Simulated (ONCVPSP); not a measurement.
What one change does to a pseudopotential (aluminium (Al), ONCV)

* Element: aluminium (Al)
* Generator: ONCVPSP 4.0.1
* Type: optimised norm-conserving Vanderbilt (ONCV)
* Functional: LDA (Perdew-Wang 92)
* Relativity: scalar-relativistic
* Frozen core: [Ne]
* Valence charge: 3
* Reference configuration: 3s1.5 3p1.5
* Partial waves: 3s: rc 1.75 bohr, ncon 3, nbas 7, qcut 4.3 1/bohr, 2 projectors, debl 3.2 Ha; 3p: rc 1.80 bohr, ncon 4, nbas 9, qcut 3.7 1/bohr, 2 projectors, debl 1.8 Ha; d scattering state at 0.21 Ha: rc 1.95 bohr, ncon 4, nbas 7, qcut 4.2 1/bohr, 1 projector
* Local potential: polynomial inside 1.25 bohr (lpopt 5, dvloc0 3 Ha)
* Core correction: none

All-electron outer shells of the reference configuration (LDA (PZ), scalar-relativistic, ld1.x):

```
shell  level (eV)  outermost node (bohr)  outermost maximum (bohr)
   2s     -108.41                   0.17                      0.50
   2p      -70.62                      –                      0.43
   3s       -8.27                   0.80                      2.06
   3p       -3.11                   0.82                      2.58
```

Change: s: qcut 2.6; p: qcut 2.2; d: qcut 2.5.

Cutoffs: the cutoffs (Ha) at which the residual kinetic energy of the hardest occupied pseudo-wave falls to 1 and 0.1 mHa per electron; they do not see the model core or the augmentation charge, which bear on the density cutoff. Errors are all-electron minus pseudo energies relative to the spin-unpolarised reference configuration.

**Question.** What does the change do?

**Answer.** The potential gets harder (6.2 Ha and 8.0 Ha → 16 Ha and 43 Ha); of the 4 tests that both files solve, the error grows in 0 and shrinks in 2 by more than 15 % and 0.3 meV (median size 12.0 → 10.9 meV); neither file shows a bound ghost.

| quantity | base | changed |
| --- | --- | --- |
| cutoff, loose | 6.2 Ha | 16 Ha |
| cutoff, tight | 8.0 Ha | 43 Ha |
| loose cutoff by channel | s 6.2 Ha, p 2.2 Ha | s 16 Ha, p 2.2 Ha |
| bound ghosts | none | none |
| GHOST(+) flags under 300 eV | s at 162.5 eV | none |
| error for 3s2 3p1, meV [ΔE -2.55 eV] | +2.1 | +1.0 |
| error for 3s2 3p0, meV [ΔE 3.29 eV] | +1.1 | +0.7 |
| error for 3s1 3p0, meV [ΔE 22.66 eV] | +63 | +65 |
| error for 3s0 3p3, meV [ΔE 7.95 eV] | +22 | +21 |
| s: phases at 1.77 bohr within 0.05 rad from the reference energy up to (Ha; the scan ends near 5) | 4.4 | 4.3 |
| p: phases at 1.83 bohr within 0.05 rad from the reference energy up to (Ha; the scan ends near 5) | 3.5 | 3.5 |
| d: phases at 1.99 bohr within 0.05 rad from the reference energy up to (Ha; the scan ends near 5) | 2.7 | 2.5 |

Base: The cutoffs count occupied waves only; projector 2 of the p channel, the hardest unoccupied one, needs 89 Ha at the loose tolerance. Changed file: The cutoffs count occupied waves only; projector 2 of the p channel, the hardest unoccupied one, needs 88 Ha at the loose tolerance.
